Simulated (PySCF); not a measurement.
## Computed properties of ClGeH3S3, SMILES [SH][Ge]([SH])([SH])[Cl]

Ge(Cl)(SH)3 (ClGeH₃S₃), SMILES [SH][Ge]([SH])([SH])[Cl]. Coordinates come from a ωB97X-D3(BJ)/def2-SVP optimisation. The structure was generated by enumeration, and PubChem lists no compound with its InChIKey, so it may never have been made. One conformer was computed; it need not be the lowest. All values are computed for the isolated molecule unless a solvent is named; none is compared with measurement here.

**Structure.** All 18 harmonic modes at ωB97X-D3(BJ)/def2-SVP (PySCF) are real, so it is a minimum. With heavy atoms numbered as in [SH:1][Ge:2]([SH:3])([SH:4])[Cl:5], the shortest bond between them is Ge2–Cl5 at 2.142 Å and the longest Ge2–S4 at 2.200 Å.

**Vibrations.** The strongest infrared lines (harmonic, unscaled, degenerate partners summed) lie at 459 cm⁻¹ (72 km/mol, Ge 38 %, Cl 35 %, S 25 %), 454 cm⁻¹ (64 km/mol, S 48 %, Ge 38 %, Cl 11 %), 447 cm⁻¹ (56 km/mol, S 52 %, Ge 37 %, Cl 8 %). The softest mode is at 53 cm⁻¹ and the zero-point energy is 19.3 kcal/mol.

**Electronic structure.** r2SCAN/def2-TZVP (PySCF) places the frontier levels at -6.81 and -2.20 eV, a gap of 4.61 eV, and gives a dipole moment of 2.50 D and a mean polarisability of 98.3 bohr³. PBE/def2-TZVP (PySCF) at the same geometry gives -6.50 and -2.40 eV, so its gap is 0.51 eV narrower. An orbital gap is neither the optical nor the fundamental gap.

**Excitations.** TDDFT-B3LYP/def2-SVPD (PySCF) has S1 at 4.63 eV (268 nm, f = 0.010, weak); the most intense of the 10 singlets computed lies at 6.25 eV (f = 0.03). T1 (TDA) is at 4.27 eV. TDDFT-PBE/def2-SVPD (PySCF) puts S1 at 4.17 eV. No vertical singlet excitation falls in the visible range (under 3.1 eV).

**NMR.** GIAO shifts at PBE0/pcSseg-1 (PySCF) (non-relativistic, atoms alike by connectivity averaged): ¹H at 1.9 ppm against TMS. Without spin–orbit terms, shifts of atoms bonded to Cl or Br come out too high.
